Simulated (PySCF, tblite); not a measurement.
Isomers of C5H13NO3Si. Computed with GFN2-xTB (tblite): harmonic, unscaled wavenumbers at the GFN2-xTB geometry, gas phase. Against measured fundamentals such values can be off by several per cent, at times by over 20. Modes of hydrogen on silicon can be 10 to 20 % off. One conformer each.

Electronic energies: PBE0/pcSseg-1 single points on the GFN2-xTB geometries (PySCF, gas phase).

```tsv
SMILES	electronic energy, lowest = 0 (kcal/mol)
CN[Si@@H]1OCC[C@@H](OC)O1	43.7
CC(C)O[Si]1(N)OCCO1	4.0
CN[Si@@H](OC)[C@H](C)C(=O)O	47.6
CCO[Si]1(N)OCCCO1	0.0
CC(=O)O[Si@H](N)OC(C)C	8.7
C[C@@H](C=O)O[Si@H](O)N(C)C	41.5
CCC(=O)O[Si@H](O)N(C)C	16.6
CN[Si@@H](OC)[C@@H](C)C(=O)O	45.6
CN[Si@@H]1OCC[C@H](OC)O1	43.8
```

Task: How do GFN2-xTB zero-point energies change the relative energies?

Result: 
| SMILES | ZPE (kcal/mol) | of it from modes above 1550 cm⁻¹ | electronic (kcal/mol) | with ZPE, lowest = 0 (kcal/mol) | lowest mode (cm⁻¹) | rings |
| --- | --- | --- | --- | --- | --- | --- |
| CCO[Si]1(N)OCCCO1 | 118.0 | 56.6 | 0.0 | 0.0 | 25 | 1 |
| CC(C)O[Si]1(N)OCCO1 | 117.6 | 57.1 | 4.0 | 3.6 | 24 | 1 |
| CC(=O)O[Si@H](N)OC(C)C | 114.4 | 59.1 | 8.7 | 5.1 | 16 | 0 |
| CCC(=O)O[Si@H](O)N(C)C | 114.6 | 57.9 | 16.6 | 13.2 | 25 | 0 |
| C[C@@H](C=O)O[Si@H](O)N(C)C | 113.7 | 57.4 | 41.5 | 37.2 | 28 | 0 |
| CN[Si@@H]1OCC[C@@H](OC)O1 | 116.6 | 54.6 | 43.7 | 42.3 | 54 | 1 |
| CN[Si@@H]1OCC[C@H](OC)O1 | 116.4 | 54.6 | 43.8 | 42.2 | 32 | 1 |
| CN[Si@@H](OC)[C@@H](C)C(=O)O | 114.5 | 58.4 | 45.6 | 42.1 | 35 | 0 |
| CN[Si@@H](OC)[C@H](C)C(=O)O | 114.5 | 58.3 | 47.6 | 44.1 | 29 | 0 |

The zero-point energies span 4.3 kcal/mol, from `C[C@@H](C=O)O[Si@H](O)N(C)C` to `CCO[Si]1(N)OCCCO1`. The lowest isomer stays, but the order above it changes.

Task: And how do the electronic energies of GFN2-xTB itself compare?

Result: `CCO[Si]1(N)OCCCO1` 0.2; `CC(C)O[Si]1(N)OCCO1` 0.0; `CC(=O)O[Si@H](N)OC(C)C` 9.7; `CCC(=O)O[Si@H](O)N(C)C` 8.9; `C[C@@H](C=O)O[Si@H](O)N(C)C` 36.6; `CN[Si@@H]1OCC[C@@H](OC)O1` 18.5; `CN[Si@@H]1OCC[C@H](OC)O1` 19.8; `CN[Si@@H](OC)[C@@H](C)C(=O)O` 51.2; `CN[Si@@H](OC)[C@H](C)C(=O)O` 50.5 kcal/mol, lowest = 0. Against the energies above, taken from the same isomer `CCO[Si]1(N)OCCCO1`, the largest difference is 25.4 kcal/mol.

Task: What do entropy and thermal enthalpy add at 298.15 K and 1 bar (rigid rotor, harmonic oscillator, one conformer each)?

Result: 
| SMILES | point group | symmetry number | S (cal/(mol K)) | H − H(0) (kcal/mol) | ZPE + H − H(0) − TS (kcal/mol) |
| --- | --- | --- | --- | --- | --- |
| CCO[Si]1(N)OCCCO1 | Cs | 1 | 111.6 | 8.40 | 93.2 |
| CCC(=O)O[Si@H](O)N(C)C | C1 | 1 | 119.8 | 9.30 | 88.1 |
| C[C@@H](C=O)O[Si@H](O)N(C)C | C1 | 1 | 116.6 | 9.21 | 88.1 |
| CN[Si@@H]1OCC[C@@H](OC)O1 | C1 | 1 | 108.0 | 8.14 | 92.5 |
| CN[Si@@H]1OCC[C@H](OC)O1 | C1 | 1 | 109.9 | 8.24 | 91.9 |
| CN[Si@@H](OC)[C@@H](C)C(=O)O | C1 | 1 | 120.2 | 9.50 | 88.1 |
| CN[Si@@H](OC)[C@H](C)C(=O)O | C1 | 1 | 119.1 | 9.43 | 88.4 |

Not tabulated: `CC(C)O[Si]1(N)OCCO1` (lowest mode only 24 cm⁻¹); `CC(=O)O[Si@H](N)OC(C)C` (lowest mode only 16 cm⁻¹).
